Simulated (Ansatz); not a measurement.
**HOI (hypoiodous acid): methods side by side**

HOI has 3 atoms, charge 0, and is taken as a singlet. SMILES: `OI`. The shape is that of a PBE0-D4/def2-TZVP optimisation.

```xyz
3

O    -0.3762   -0.4676   -0.2534
I     1.2471    0.1302    0.6970
H    -0.8709    0.3375   -0.4436
```

Quantity: the atomisation enthalpy at 298 K, in kJ/mol. The values are calculated. The thermal term (zero-point and 298 K enthalpy, harmonic and unscaled) is that of PBE0-D4/def2-TZVP; the spin-orbit lowering of the free atoms at 298 K, 30.7 kJ/mol by their spectra, is taken off.

Measured value to compare with: Active Thermochemical Tables gives the atomisation enthalpy at 298 K of the gas as 635 kJ/mol.

```csv
level,kind,program,value (kJ/mol),computed − measured,CPU time (all runs)
revPBE/STO-3G,GGA,Ansatz,589,-46,1.4 s
r2SCAN/STO-3G,meta-GGA,Ansatz,584,-51,2.8 s
B3LYP/STO-3G,global hybrid,Ansatz,585,-50,1.1 s
r2SCAN0/STO-3G,hybrid meta-GGA,Ansatz,541,-94,2.3 s
wB97X/STO-3G,range-separated hybrid,Ansatz,557,-78,4 s
B2PLYP/STO-3G,double hybrid,Ansatz,505,-130,1.2 s
CCSD(T)/STO-3G,coupled cluster or CI,Ansatz,409,-226,0.36 s
CCSDTQ/STO-3G,coupled cluster or CI,Ansatz,409,-226,7.8 s
FCI/STO-3G,exact in the basis,Ansatz,409,-226,0.36 s
```

Nearest: revPBE/STO-3G (-46 kJ/mol); farthest: CCSD(T)/STO-3G (-226 kJ/mol). In a finite basis correlated wave-function methods underbind, so their errors here aren't those of the basis-set limit. All-electron rows without a relativistic Hamiltonian named are non-relativistic. All rows use very small basis sets, so even the best lies far from the true value. In the correlated wave-function rows the outer d shell of I is correlated, in sets not made for it. Times are those of the runs behind each value, whatever else they computed, on shared processors of several kinds: orders of magnitude only.
